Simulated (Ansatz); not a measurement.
Relaxation of CH4AlNO (8 atoms, charge 0, multiplicity 1), to a largest force component of 0.02 eV/Å in at most 50 steps.

Theory: RKS B3LYP/def2-SVP (Ansatz 0.2.0).

```xyz
8
Properties=species:S:1:pos:R:3
N 0.305 1.235 -0.874
C 0.340 0.401 0.062
O 1.230 0.581 1.078
Al -0.739 -1.184 0.078
H -0.422 1.167 -1.689
H 1.873 1.403 1.114
H -1.851 -1.419 -1.083
H -0.645 -2.241 1.258
```

Task: Where does it end, and by what steps?

Result: It converged. After 7 steps the energy has fallen by 0.550 eV; H6 moved furthest, 0.24 Å.

```json
{"step": "0", "energy less start (eV)": "0.0000", "largest force component (eV/Å)": "2.941", "accepted": "yes"}
{"step": "1", "energy less start (eV)": "-0.4415", "largest force component (eV/Å)": "1.011", "accepted": "yes"}
{"step": "2", "energy less start (eV)": "-0.5315", "largest force component (eV/Å)": "0.309", "accepted": "yes"}
{"step": "3", "energy less start (eV)": "-0.5463", "largest force component (eV/Å)": "0.183", "accepted": "yes"}
{"step": "4", "energy less start (eV)": "-0.5486", "largest force component (eV/Å)": "0.202", "accepted": "yes"}
{"step": "5", "energy less start (eV)": "-0.5493", "largest force component (eV/Å)": "0.121", "accepted": "yes"}
{"step": "6", "energy less start (eV)": "-0.5497", "largest force component (eV/Å)": "0.029", "accepted": "yes"}
{"step": "7", "energy less start (eV)": "-0.5497", "largest force component (eV/Å)": "0.005", "accepted": "yes"}
```

```xyz
8
Properties=species:S:1:pos:R:3
N 0.347 1.330 -0.849
C 0.363 0.421 0.049
O 1.233 0.552 1.082
Al -0.772 -1.220 0.119
H -0.344 1.132 -1.577
H 1.721 1.385 0.928
H -1.793 -1.368 -1.085
H -0.664 -2.290 1.278
```

Whether the end is a true minimum wasn't checked by a vibrational analysis.

Time of the run: 16 s on 1 thread of Intel(R) Xeon(R) 6975P-C (Granite Rapids) (shared host), peak memory 0.18 GiB.
